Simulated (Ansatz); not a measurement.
Diatomic GeO+, multiplicity 2 (lowest of 2S+1 = 2, 4 at CCSD(T)/def2-TZVPP on PBE0 minima; our sources give no spin for the ground state, which may be another). No spin–orbit coupling. Ge is treated without relativity.

Constants: fifth-degree fit in 1/R to seven points, most abundant isotopes. Runs in def2 and cc sets follow the lowest solution found near the PBE0 minimum.

The values were computed with Ansatz (Gaussian orbitals). 

| level | r_e (Å) | ω_e (cm⁻¹) | α_e (cm⁻¹) | B_e (cm⁻¹) |
|---|---|---|---|---|
| PBE/def2-TZVPP | 1.801 | 704 | 0.0027 | 0.395 |
| r2SCAN/def2-TZVPP | 1.775 | 744 | 0.0027 | 0.407 |
| B97M-V/def2-TZVPP | 1.775 | 743 | 0.0028 | 0.407 |
| B3LYP/def2-TZVPP | 1.784 | 734 | 0.0027 | 0.403 |
| PBE0/def2-TZVPP | 1.772 | 755 | 0.0027 | 0.408 |
| BHLYP/def2-TZVPP | 1.758 | 783 | 0.0026 | 0.415 |
| CAM-B3LYP/def2-TZVPP | 1.767 | 765 | 0.0026 | 0.410 |
| wB97X-V/def2-TZVPP | 1.767 | 773 | 0.0025 | 0.411 |
| wB97M-V/def2-TZVPP | 1.768 | 768 | 0.0026 | 0.410 |
| B2PLYP/def2-TZVPP | 1.778 | 742 | 0.0027 | 0.405 |
| CCSD/def2-TZVPP | 1.764 | 771 | 0.0027 | 0.412 |
| CCSD/def2-QZVPP | 1.756 | 773 | 0.0027 | 0.416 |
| CCSD(T)/def2-TZVPP | 1.773 | 750 | 0.0027 | 0.408 |
| CCSD(T)/def2-QZVPP | 1.765 | 752 | 0.0028 | 0.411 |
| CCSD(T)/CBS(def2-TZVPP, def2-QZVPP) | 1.762 | 757 | 0.0028 | 0.413 |

Correlated levels freeze the inner cores; with def2 sets outer-core shells near the valence are correlated too. CBS(a, b) extrapolates the correlation energy as X⁻³ and adds the Hartree–Fock energy of set b.

Ansatz is an electronic-structure program.
